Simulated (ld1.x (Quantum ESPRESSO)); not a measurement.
Before and after: TM potential for Pt (Z = 78)

ld1.x (Quantum ESPRESSO) 7.5 input, shortened:

```
&input
   title='Pt', zed=78., rel=1, dft='PZ', iswitch=3,
   config='[Xe] 4f14 5d9 6s0.5 6p0.5'
 /
 &inputp
   pseudotype=2, tm=.true., lloc=-1, rcloc=1.85,
   nlcc=.true., rcore=0.80
 /
3
6S  1  0   0.50   0.00  2.15  2.15  0.0
6P  2  1   0.50   0.00  3.65  3.65  0.0
5D  3  2   9.00   0.00  1.25  1.25  0.0
 &test
   configts(1)='5d9 6s0.5 6p0.5'
 /
```

Change: wave 5d (bound): rc 1.25 bohr becomes 5d (bound): rc 1.34 bohr.

Cutoffs: the cutoffs (Ry, on a coarse ladder) from which the occupation-weighted sum of valence levels, in a spherical-Bessel basis at the reference potential, stays within 10 and 1 mRy of its value at 400 Ry; they do not see the model core or the augmentation charge, which bear on the density cutoff. Errors are all-electron minus pseudo energies relative to the spin-unpolarised reference configuration.

**Question.** Predict the effect on cutoff, ghosts and configuration errors.

**Answer.** The potential gets harder (40 Ry and 70 Ry → 45 Ry and 80 Ry); both files keep a bound ghost (s); the errors of the 9 common tests hardly move.

| quantity | base | changed |
| --- | --- | --- |
| cutoff, loose | 40 Ry | 45 Ry |
| cutoff, tight | 70 Ry | 80 Ry |
| bound ghosts | s | s |
| error for 5d9 6s1 6p0, meV [ΔE -2.54 eV] | +0.3 | +0.3 |
| error for 5d9 6s0 6p0, meV [ΔE 7.01 eV] | -10 | -10 |
| error for 5d8 6s0 6p0, meV [ΔE 27.26 eV] | -28 | -29 |
| error for 5d8 6s2 6p0, meV [ΔE -1.61 eV] | -53 | -53 |
| error for 5d8 6s1 6p0, meV [ΔE 8.88 eV] | -29 | -29 |
| error for 5d8 6s1 6p1, meV [ΔE 4.06 eV] | +14 | +13 |
| error for 5d6 6s0 6p0, meV [ΔE 105.72 eV] | -555 | -557 |
| error for 5d9 6s0.5 6p0.5 (spin-polarised), meV [ΔE -0.32 eV] | +6.2 | +6.3 |
| error for 5d9 6s1 6p0 (spin-polarised), meV [ΔE -2.92 eV] | +8.4 | +8.5 |
| s: phases at 3.95 bohr within 0.05 rad from the reference energy up to (Ry; the scan ends near 5) | 1.1 | 1.1 |
| p: phases at 3.95 bohr within 0.05 rad from the reference energy up to (Ry; the scan ends near 5) | 0.1 | 0.1 |
| d: phases at 3.95 bohr within 0.05 rad from the reference energy up to (Ry; the scan ends near 5) | 3.6 | 3.6 |

Base: These tests converged, but a pseudo level misses the all-electron one widely, so the file describes the atom poorly there or has found another state: 5d8 6s0 6p0: empty 6p by 2.7 eV (a node warning on the way). Changed file: These tests converged, but a pseudo level misses the all-electron one widely, so the file describes the atom poorly there or has found another state: 5d8 6s0 6p0: empty 6p by 2.7 eV (a node warning on the way). A true bound ghost makes a file unfit for plane-wave use even where its test errors are small: the radial tests pick states by their node count and pass the ghost by.
